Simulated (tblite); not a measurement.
Species: C4H17N3Si3.
Atom-mapped SMILES: `[NH2:1][SiH2:2][N:3]([SiH3:4])[SiH2:5][N:6]1[CH2:7][CH2:8][CH2:9][CH2:10]1` (hydrogens: H11, H12 on N1; H13, H14 on Si2; H15, H16, H17 on Si4; H18, H19 on Si5; H20, H21 on C7; H22, H23 on C8; H24, H25 on C9; H26, H27 on C10)

Structure used (GFN2-xTB), in Å, numbered top down from 1:
```
atom  x, y, z in Å
N1     2.6681    1.3127    1.1162
Si2    2.6150    0.5369   -0.4264
N3     1.6274   -0.8858   -0.2655
Si4    2.0200   -2.1059    0.9004
Si5    0.0960   -1.0079   -1.0803
N6    -1.1366   -0.5520    0.0227
C7    -2.5296   -0.6264   -0.3519
C8    -2.9375    0.8197   -0.6762
C9    -1.9628    1.6724    0.1557
C10   -1.0511    0.6385    0.8418
H11    3.2370    2.1393    1.2047
H12    2.8066    0.7218    1.9209
H13    3.9111    0.0915   -0.9618
H14    1.9900    1.5144   -1.3134
H15    1.2156   -1.9710    2.1224
H16    3.4357   -1.9391    1.2463
H17    1.8069   -3.4165    0.2879
H18   -0.1825   -2.4074   -1.4106
H19    0.2326   -0.2197   -2.3156
H20   -3.1080   -0.9933    0.5061
H21   -2.6721   -1.3087   -1.1868
H22   -3.9785    1.0091   -0.4190
H23   -2.8070    1.0128   -1.7405
H24   -2.4810    2.2915    0.8866
H25   -1.3732    2.3238   -0.4878
H26   -0.0204    0.9728    0.9368
H27   -1.4418    0.4029    1.8406
```

Method: GFN2-xTB as coded in tblite; computed harmonic values from a numerical Hessian at the method's own geometry, unscaled. This tight-binding method is rough: wavenumbers can miss measured ones by several per cent, in bad cases by 10 to 20. Modes of hydrogen on silicon can be 10 to 20 % off. One conformer, not necessarily the lowest.

Harmonic wavenumbers (cm⁻¹): 26.9, 31.6, 36.2, 61.0, 75.5, 81.5, 98.7, 159.8, 186.8, 207.5, 219.3, 270.5, 301.2, 334.4, 502.9, 517.7, 532.5, 566.7, 567.7, 578.6, 586.9, 592.3, 613.1, 634.3, 707.6, 725.0, 767.3, 778.5, 789.9, 797.9, 808.6, 815.5, 843.0, 847.4, 872.0, 882.5, 959.2, 978.3, 990.7, 993.4, 1003.8, 1072.5, 1097.1, 1103.5, 1160.5, 1178.9, 1189.5, 1215.0, 1270.6, 1291.8, 1306.8, 1314.4, 1327.2, 1474.4, 1486.4, 1489.6, 1503.9, 1518.1, 2164.8, 2173.9, 2187.5, 2213.6, 2244.1, 2258.9, 2274.5, 2885.3, 2888.5, 2988.2, 3003.6, 3007.1, 3013.1, 3017.7, 3023.4, 3468.1, 3504.6.

A = 1305, B = 549.4, C = 468.1 MHz; mass 191.073 u (most abundant isotopes); point group C1, symmetry number 1.

Question: Zero-point energy?

Answer: ½Σν̃ = 45331 cm⁻¹ = 542.28 kJ/mol.

Question: Entropy at 400 K, 1 bar (ideal gas, RRHO, classical rotation)?

Answer: Translation 180.47, rotation 134.36, vibration 299.57: S = 614.4 J/(mol K).

Question: And Cp and H(400 K) − H(0)?

Answer: Cp = 305.38 J/(mol K), of which vibrations give 272.12 (their classical limit is 75 R = 623.6); H(400 K) − H(0) = 70.52 kJ/mol without the zero-point energy, 57.21 from vibrations.

Question: Which modes carry the vibrational entropy at 400 K?

Answer: 26.9 cm⁻¹: 27.74; 31.6 cm⁻¹: 26.40; 36.2 cm⁻¹: 25.27; 61.0 cm⁻¹: 20.94; 75.5 cm⁻¹: 19.18; 81.5 cm⁻¹: 18.55 J/(mol K); the other 69 give 161.50 together.

Question: What must be added to the electronic energy to get the Gibbs energy at 400 K and 1 bar?

Answer: ZPE + [H(400 K) − H(0)] − T·S = 542.28 + 70.52 − 245.76 = 367.04 kJ/mol.

Question: How do the functions run with temperature in this model?

Answer: 
```json
{"T (K)": "50", "S (J/(mol K))": "287.9", "Cp (J/(mol K))": "83.1", "H − H(0) (kJ/mol)": "2.92", "G − H(0) (kJ/mol)": "-11.48", "ln q(vib)": "2.06"}
{"T (K)": "100", "S (J/(mol K))": "355.6", "Cp (J/(mol K))": "114.0", "H − H(0) (kJ/mol)": "7.89", "G − H(0) (kJ/mol)": "-27.67", "ln q(vib)": "4.96"}
{"T (K)": "298.15", "S (J/(mol K))": "534.2", "Cp (J/(mol K))": "241.7", "H − H(0) (kJ/mol)": "42.56", "G − H(0) (kJ/mol)": "-116.71", "ln q(vib)": "14.39"}
{"T (K)": "373.15", "S (J/(mol K))": "593.7", "Cp (J/(mol K))": "289.7", "H − H(0) (kJ/mol)": "62.52", "G − H(0) (kJ/mol)": "-159.03", "ln q(vib)": "17.67"}
{"T (K)": "500", "S (J/(mol K))": "688.3", "Cp (J/(mol K))": "356.7", "H − H(0) (kJ/mol)": "103.71", "G − H(0) (kJ/mol)": "-240.42", "ln q(vib)": "23.07"}
{"T (K)": "750", "S (J/(mol K))": "851.5", "Cp (J/(mol K))": "447.4", "H − H(0) (kJ/mol)": "205.12", "G − H(0) (kJ/mol)": "-433.50", "ln q(vib)": "33.14"}
{"T (K)": "1000", "S (J/(mol K))": "988.7", "Cp (J/(mol K))": "505.5", "H − H(0) (kJ/mol)": "324.73", "G − H(0) (kJ/mol)": "-664.01", "ln q(vib)": "42.33"}
```

q(vib) and H(0) count from the zero-point level.

Question: Blend soft modes into free rotors: weight 1/[1 + (100 cm⁻¹/ν̃)⁴] for the oscillator and the rest for a rotor with moment μB/(μ + B), μ = h/(8π²ν), B = 10⁻⁴⁴ kg m². What vibrational entropy results?

Answer: 260.29 J/(mol K) in place of 299.57, which changes −T·S at 400 K by +15.71 kJ/mol.

Hindered rotation and anharmonicity are outside this model. Other conformers, if any are populated, would add a mixing term that is left out. The structure is chiral; the term R ln 2 for an equal mix with its mirror image is left out.
